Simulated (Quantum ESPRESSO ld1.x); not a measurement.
All-electron atom: Au LXX in [He] 2s2 2p5.5 3s0.5 (fractional occupations, a model configuration). Method: Dirac Kohn-Sham, LDA (Slater exchange, Gunnarsson-Lundqvist correlation), spin-unpolarised, spherical densities, point nucleus; open shells are shared between the two j in proportion to 2j + 1; computed with ld1.x of Quantum ESPRESSO 7.5.

Unscreened Slater integrals over Kohn-Sham orbitals (cm^-1). Large and small components are both included. Empty in this configuration: 3p1/2, 3p3/2, 4s1/2.

integral           value
F0(4s1/2,4s1/2)   641020
F0(4s1/2,3p3/2)   779800
G1(4s1/2,3p3/2)    83934
F0(4s1/2,3p1/2)   793070
G1(4s1/2,3p1/2)    85875
F0(4s1/2,3s1/2)   780490
G0(4s1/2,3s1/2)    68781
F0(4s1/2,2p3/2)   906740
G1(4s1/2,2p3/2)    53141
F0(3p3/2,3p3/2)  1181900
F2(3p3/2,3p3/2)   584620
F0(3p3/2,3p1/2)  1224700
G2(3p3/2,3p1/2)   583240
F0(3p3/2,3s1/2)  1182400
G1(3p3/2,3s1/2)   757910
F0(3p3/2,2p3/2)  1559400
F2(3p3/2,2p3/2)   421640
G0(3p3/2,2p3/2)   169660
G2(3p3/2,2p3/2)   187580
F0(3p1/2,3p1/2)  1275200
F0(3p1/2,3s1/2)  1225100
G1(3p1/2,3s1/2)   748320
F0(3p1/2,2p3/2)  1658800
G2(3p1/2,2p3/2)   186310
F0(3s1/2,3s1/2)  1186000
F0(3s1/2,2p3/2)  1544400
G1(3s1/2,2p3/2)   162390
F0(2p3/2,2p3/2)  3072000
F2(2p3/2,2p3/2)  1464600
